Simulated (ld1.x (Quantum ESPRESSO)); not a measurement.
# PBE PAW dataset for copper, non-relativistic all-electron reference.

```json
{"Element": "copper (Cu)", "Generator": "ld1.x (Quantum ESPRESSO) 7.5", "Type": "PAW", "Functional": "PBE", "Relativity": "non-relativistic", "Frozen core": "[Ne]", "Valence charge": "19", "Reference configuration": "3s2 3p6 3d10 4s1 4p0", "Partial waves": "3s (bound): rcut 1.10, rcutus 1.25 bohr; 4s (bound): rcut 1.10, rcutus 1.25 bohr; 3p (bound): rcut 1.25, rcutus 1.45 bohr; 4p (bound, empty): rcut 1.25, rcutus 1.45 bohr; 3d (bound): rcut 0.75, rcutus 0.90 bohr; 3d channel at 0.8 Ry: rcut 0.75, rcutus 0.90 bohr", "Local potential": "all-electron potential smoothed inside 0.80 bohr (lloc = -1)", "Core correction": "Bessel-smoothed model core inside 0.75 bohr", "Augmentation charge": "BESSEL, radius 0.65 bohr"}
```

All-electron outer shells of the reference configuration (PBE, non-relativistic, ld1.x):

```tsv
shell	level (eV)	outermost node (bohr)	outermost maximum (bohr)
2p	-911.62	–	0.16
3s	-110.95	0.29	0.62
3p	-71.10	0.26	0.63
3d	-5.21	–	0.60
4s	-4.44	0.90	2.33
4p	-0.71	0.98	3.70
```

What the tests gave:

* Configuration tests: test run stopped at test 3 of 7 (negative rho)
* Lowest eigenvalue of the overlap operator: -1.65 (p channel); it is negative, so in a basis up to 400 Ry S is not positive definite and the file is unfit for use

The ghost test of this file was not conclusive. Its overlap operator is not positive definite in a basis up to 400 Ry (lowest eigenvalue s -0.0013, p -1.65), so the file is unfit for use: the generalised eigenproblem breaks down once the basis is large enough, and its test numbers describe a broken file.

Generation and tests took about 1.2 s on one core of a shared server CPU.
